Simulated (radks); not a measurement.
Values are calculated unless marked as measured or tabulated.
All-electron atom: Tb+ in [Xe] 4f9 6s1.

Code: a radial shooting solver on a logarithmic mesh with Libxc functionals. Model: Dirac Kohn-Sham, relativistic LDA (MacDonald-Vosko exchange, VWN5 correlation), spin-unpolarised, spherical densities, finite nucleus; open shells fill j = l - 1/2 first; Fermi nuclear charge, rms radius 5.06 fm.

Energy parts (eV):
total: -318102.05
kinetic: 346658.84
electron-nucleus: -782363.57
Hartree: 123832.42
exchange-correlation: -6229.74

Orbitals (lengths in bohr, moments of r in powers of bohr):
| orbital | occ. | eigenvalue (eV) | <r> | <r^2> | <r^4> | small-component weight |
|---|---|---|---|---|---|---|
| 1s1/2 | 2 | -51464.97 | 0.02160 | 0.0006368 | 1.080e-06 | 5.83e-02 |
| 2s1/2 | 2 | -8543.671 | 0.09128 | 0.009897 | 0.0001697 | 1.29e-02 |
| 2p1/2 | 2 | -8129.210 | 0.07611 | 0.007164 | 0.0001044 | 1.30e-02 |
| 2p3/2 | 4 | -7391.122 | 0.08303 | 0.008391 | 0.0001382 | 1.20e-02 |
| 3s1/2 | 2 | -1900.027 | 0.2398 | 0.06582 | 0.006552 | 4.12e-03 |
| 3p1/2 | 2 | -1717.928 | 0.2292 | 0.06111 | 0.005920 | 4.06e-03 |
| 3p3/2 | 4 | -1565.471 | 0.2424 | 0.06812 | 0.007297 | 3.79e-03 |
| 3d3/2 | 4 | -1248.942 | 0.2144 | 0.05409 | 0.005224 | 3.68e-03 |
| 3d5/2 | 6 | -1215.494 | 0.2185 | 0.05604 | 0.005574 | 3.60e-03 |
| 4s1/2 | 2 | -380.5879 | 0.5429 | 0.3331 | 0.1618 | 1.32e-03 |
| 4p1/2 | 2 | -309.0075 | 0.5538 | 0.3495 | 0.1832 | 1.24e-03 |
| 4p3/2 | 4 | -274.8848 | 0.5842 | 0.3886 | 0.2266 | 1.14e-03 |
| 4d3/2 | 4 | -156.3256 | 0.6185 | 0.4446 | 0.3236 | 9.70e-04 |
| 4d5/2 | 6 | -150.1364 | 0.6293 | 0.4602 | 0.3470 | 9.43e-04 |
| 5s1/2 | 2 | -53.7622 | 1.330 | 1.993 | 5.955 | 2.71e-04 |
| 5p1/2 | 2 | -34.4271 | 1.502 | 2.569 | 10.41 | 2.12e-04 |
| 5p3/2 | 4 | -30.0354 | 1.607 | 2.944 | 13.75 | 1.86e-04 |
| 4f5/2 | 6 | -10.0904 | 0.8923 | 1.095 | 4.196 | 5.38e-04 |
| 4f7/2 | 3 | -9.3036 | 0.9121 | 1.154 | 4.839 | 5.24e-04 |
| 6s1/2 | 1 | -8.9756 | 3.725 | 15.60 | 364.5 | 3.53e-05 |
| 5d3/2 | 0 | -7.3733 | 2.739 | 9.029 | 158.1 | 6.34e-05 |
| 5d5/2 | 0 | -7.1159 | 2.817 | 9.541 | 175.9 | 5.97e-05 |
| 6p1/2 | 0 | -5.8128 | 4.604 | 23.87 | 860.3 | 2.33e-05 |
| 6p3/2 | 0 | -5.4174 | 4.849 | 26.44 | 1048 | 2.15e-05 |

The highest occupied level is 6s1/2 at -8.976 eV. The density falls to 0.001 e/bohr^3 at r = 4.45 bohr.
